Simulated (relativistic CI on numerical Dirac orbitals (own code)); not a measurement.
**Hyperfine structure of Ba³⁺, mass number 137**

Computed by Dirac-Coulomb-Breit CI, KLI orbitals optimised for each configuration, a model potential for QED, valence Slater integrals scaled by 0.85, P86 correlation energy added to each configuration (own radial code, finite nucleus).

Configuration list (outside the closed core [Kr] 4d10): 5s²5p⁵, 5s5p⁶, 5s²5p⁴5d, 5s²5p⁴5f, 5s²5p⁴4f, 5s5p⁵5d, 5s²5p⁴6s, 5s²5p⁴6p, 5s²5p³4f5d, 5s5p⁵5f, 5s²5p⁴6d, 5s²5p⁴7s, 5s²5p⁴7p. Double excitations out of closed p, d and f shells are left out; levels of such configurations are missing from the list, as are those of other unlisted configurations, and high levels can miss mixing partners.

Nuclear spin I = 3/2, μ = 0.9375 μN, Q = 0.236 b (tables of Stone and Pyykkö). The electronic factors are computed for point nuclear moments, without core polarisation; leaving it out makes A of s and p electrons in near-neutral atoms 20 to 40 % too small, and it can dominate for d and f shells.

```
         Level  E (cm⁻¹)  A (MHz)  B (MHz)
 5s²5p⁵ ²P°3/2       0.0     1163     -816
 5s²5p⁵ ²P°1/2   17450.3     7768         
   5s5p⁶ ²S1/2  129500.2    20310         
5s²5p⁴5d ⁴D5/2  145776.8    690.7     -104
5s²5p⁴5d ⁴D7/2  146388.9    451.4     -165
5s²5p⁴5d ⁴D3/2  146432.8     1005     -131
5s²5p⁴5d ⁴D1/2  148070.8     1431         
5s²5p⁴5d ⁴F9/2  152319.2    570.4      607
```

Levels with J = 0, under 50 % of one LS term, or S terms without an open s electron are left out. Small factors come from cancelling terms and can be off by tens of per cent or more.

For a near-neutral ion this model can misplace configurations by up to about 10,000 cm⁻¹ (more where the count of f electrons changes) and terms by 10 to 25 % of their spread. Rates follow the energies as ν³ (E1, M1) or ν⁵ (E2), so they and the lifetimes can be off by large factors. The fine structure of a lone outer electron comes out too small, for d and f at times inverted, and misplaced configurations move strength between like terms. 10 of the 25 excited levels that our extract of the measured tables holds in this range could be paired (the sources list more); they are missed by 2008 cm⁻¹ on average and 3695 at most, and levels without a partner can miss by more.

Q: Give the hyperfine levels of 5s²5p⁵ ²P°1/2 relative to its centre of gravity.

A: With K = F(F + 1) − I(I + 1) − J(J + 1), E = AK/2: F = 1: -9711, F = 2: 5826 MHz.

LS names give the leading component of a level, which can be under half, so a name can repeat, a term be missing and a line seem to break the LS rules.
